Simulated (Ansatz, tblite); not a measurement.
Spin states of Hf2O4 (the lowest singlet isomer of a short search), each relaxed with r2SCAN-D4/def2-SVP in Ansatz. Electronic energies in the gas phase.

In the def2 sets Hf takes a core potential; there is no spin–orbit coupling. The xTB rows come from tblite. LC-ωPBE has ω = 0.4 bohr⁻¹. Correlated methods freeze 4 core orbitals; core or outer-core shells of Hf are correlated, in sets that lack core-valence functions. The structure comes from a short search, and lower isomers may exist.

Singlet geometry (C2h within 0.1 Å):

```xyz
6

Hf   -1.449    0.027   -0.345
Hf    1.449   -0.027    0.345
O     0.161    1.152   -0.586
O    -0.161   -1.152    0.586
O    -2.449    0.806    0.910
O     2.450   -0.806   -0.909
```

Triplet geometry (Cs within 0.1 Å):

```xyz
6

Hf    0.7933   -1.4114   -0.4773
Hf   -0.7242    1.0603    0.1735
O    -0.8738   -0.8643    0.4847
O     0.9158    0.5650   -0.7701
O     2.0058   -1.8686    0.7358
O    -2.1168    2.5190   -0.1467
```

Quintet geometry (C2h within 0.1 Å):

```xyz
6

Hf    0.828   -0.361   -1.177
Hf   -0.828    0.361    1.177
O     0.609   -0.913    0.709
O    -0.609    0.914   -0.708
O     2.454   -0.218   -2.391
O    -2.454    0.218    2.391
```

⟨S²⟩: triplet 2.00 at PBE0-D4/def2-TZVP (pure 2.00), quintet 6.01 at PBE0-D4/def2-TZVP (pure 6.00).

Only these spin states were relaxed.

Second-order perturbation terms are unreliable where d shells bring near-degenerate states, and here B2PLYP/def2-TZVP lies more than 0.4 eV from the median of the functionals without such a term.

Estimate which spin state lies lowest at each of these levels, and by how much: GFN1-xTB; GFN2-xTB; PBE-D4/def2-TZVP; r2SCAN-D4/def2-TZVP; PBE0-D4/def2-TZVP; LC-ωPBE/def2-TZVP; B2PLYP/def2-TZVP.


| level | triplet − singlet (kJ/mol) | quintet − singlet (kJ/mol) | lowest of these | remarks |
| --- | --- | --- | --- | --- |
| GFN1-xTB | 334.8 | 715.1 | singlet | – |
| GFN2-xTB | 319.1 | 646.6 | singlet | – |
| PBE-D4/def2-TZVP | 261.6 | 539.5 | singlet | – |
| r2SCAN-D4/def2-TZVP | 238.8 | 482.4 | singlet | – |
| PBE0-D4/def2-TZVP | 233.7 | 471.3 | singlet | – |
| LC-ωPBE/def2-TZVP | 230.9 | 456.7 | singlet | – |
| B2PLYP/def2-TZVP | 255.1 | 516.5 | singlet | test for broken spin undecided (singlet) |

Change of the quintet − singlet gap on mixing in exact exchange, in kJ/mol: PBE to PBE0 (25 % exact exchange) -68.2. The xTB methods have no term that favours high spin, so they put low spin too low.
